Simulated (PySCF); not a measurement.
## Sr⁺ (strontium, charge +1) across methods

[Kr] 5p1, 2P determinant (an excited configuration). All numbers are calculated (PySCF 2.14, scalar relativity by spin-free X2C-1e, in aug-cc-pVTZ-X2C).

| method | E (hartree) | mean ε 4p α (eV) | mean ε 4p β (eV) | mean ε 5p α (eV) | Σ⟨r²⟩ (bohr²) | ⟨S²⟩ |
| --- | --- | --- | --- | --- | --- | --- |
| r2SCAN0 | -3178.94 | -32.723 | -32.673 | -6.830 | 52.41 | 0.750 |
| revPBE | -3178.78 | -30.309 | -30.252 | -6.483 | 52.02 | 0.750 |
| LDA | -3174.78 | -30.450 | -30.383 | -6.424 | 51.52 | 0.750 |
| r2SCANh | -3178.95 | -31.672 | -31.635 | -6.600 | 52.29 | 0.750 |
| UHF | -3177.07832 | -37.107 | -36.995 | -7.707 | 54.88 | 0.750 |
| BP86 | -3179.34 | -30.411 | -30.357 | -6.549 | 51.63 | 0.750 |
| PBE | -3178.58 | -30.329 | -30.262 | -6.476 | 51.85 | 0.750 |
| r2SCAN | -3178.95 | -30.971 | -30.942 | -6.447 | 52.21 | 0.750 |

(1) Estimate the same row for PBE0.

Results:

(1) E (hartree) = -3178.66; mean ε 4p α (eV) = -32.319; mean ε 4p β (eV) = -32.241; mean ε 5p α (eV) = -6.881; Σ⟨r²⟩ (bohr²) = 52.29; ⟨S²⟩ = 0.750.
